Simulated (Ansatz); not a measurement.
`[BH2][InH][CH2]F` and `F[CH2][InH][I]` differ in one atom or group.

Ansatz, PBE0-D4/def2-TZVP geometries, multiplicity 1. Each molecule was computed in one conformer, which needn't be the lowest.

Elements past krypton have def2 core potentials.

```csv
property,`[BH2][InH][CH2]F`
size of the dipole moment (ωB97M-V/def2-TZVPP) / D,1.26
LUMO energy (PBE0/def2-TZVPP) / eV,-2.32
LUMO energy (B3LYP/def2-TZVPP) / eV,-2.53
HOMO energy (ωB97M-V/def2-TZVPP) / eV,-9.16
HOMO energy (PBE/def2-TZVPP) / eV,-5.85
HOMO–LUMO gap (ωB97M-V/def2-TZVPP) / eV,8.73
```

Task: What does the change do to each property? (An estimate is asked.)

Result: Computed: 
| property | `F[CH2][InH][I]` | shift |
| --- | --- | --- |
| size of the dipole moment (ωB97M-V/def2-TZVPP) / D | 1.14 | -0.12 |
| LUMO energy (PBE0/def2-TZVPP) / eV | -1.96 | 0.36 |
| LUMO energy (B3LYP/def2-TZVPP) / eV | -2.23 | 0.30 |
| HOMO energy (ωB97M-V/def2-TZVPP) / eV | -9.40 | -0.24 |
| HOMO energy (PBE/def2-TZVPP) / eV | -6.16 | -0.31 |
| HOMO–LUMO gap (ωB97M-V/def2-TZVPP) / eV | 8.95 | 0.22 |

With PBE0 the HOMO falls by 0.27 eV and the LUMO rises by 0.36 eV, so the gap widens by about 0.63 eV. PBE moves the HOMO by -0.31 eV and ωB97M-V by -0.24 eV. Dipoles are sizes alone; their direction can turn.

B3LYP here is the variant with VWN-RPA as its local correlation; programs differ in this.

Spin–orbit coupling is left out; it splits and shifts lone-pair levels of the heavy atoms by tenths of an eV.
